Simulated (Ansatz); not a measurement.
`CB(C)N[SiH3]` + CH₃SH → `CSB(C)C` + `N[SiH3]` at 500 K and 1 bar (ligand exchange at a B–N bond).

Calculated with Ansatz (gas phase, PBE0-D4/def2-TZVP geometries, no zero-point term in ΔE). CBS: MP2 limit from def2 TZ/QZ plus the TZ coupled-cluster correction, frozen cores. This one scheme is used for every species. One conformer a species, not always the lowest.

```
       species  CCSD(T)/CBS energy (Eh)  H − E (kJ/mol)  S (J/(mol·K))
`CB(C)N[SiH3]`               -450.78486           371.7          455.7
         CH₃SH               -438.22835           145.1          283.7
     `CSB(C)C`               -542.19673           359.4          443.7
     `N[SiH3]`               -346.80422           161.3          303.9
```

H − E and S are ideal-gas, rigid-rotor, harmonic terms from PBE0-D4/def2-TZVP, for one conformer and one mirror image of each species. 1 Eh = 2625.50 kJ/mol, R = 8.31446 J/(mol·K).

Q: By hand: ΔE, ΔH, ΔS and ΔG.

A: ΔE = (-542.19673) + (-346.80422) − (-450.78486) − (-438.22835) = 0.01226 Eh = 32.2 kJ/mol. Δ(H − E) = 359.4 + 161.3 − 371.7 − 145.1 = 3.9, so ΔH = 36.1 kJ/mol. ΔS = 443.7 + 303.9 − 455.7 − 283.7 = 8.2 J/(mol·K). ΔG = 36.1 − 500 × (8.2)/1000 = 32.0 kJ/mol.

Q: By hand: the equilibrium constant, and the temperature at which ΔG would vanish if ΔH and ΔS stayed fixed.

A: log₁₀ K = −ΔG/(RT ln 10) = -3.3. ΔG = 0 at ΔH/ΔS = 4402 K, far beyond where these terms or the molecules hold.

The number of gas molecules stays the same, so ΔS is small and ΔH decides. A doubt of 5 kJ/mol in ΔE shifts log₁₀ K by 0.5 here. Other conformers and mirror images would add mixing entropy, several J/(mol·K) or more a flexible species. Modes under 60 cm⁻¹, often nearly free rotors, make the harmonic entropy too high. These are equilibria of isolated gas molecules and say nothing of rates. Largest T1 diagnostic: 0.012 (customary marks: 0.02 for closed shells, 0.045 for open ones).
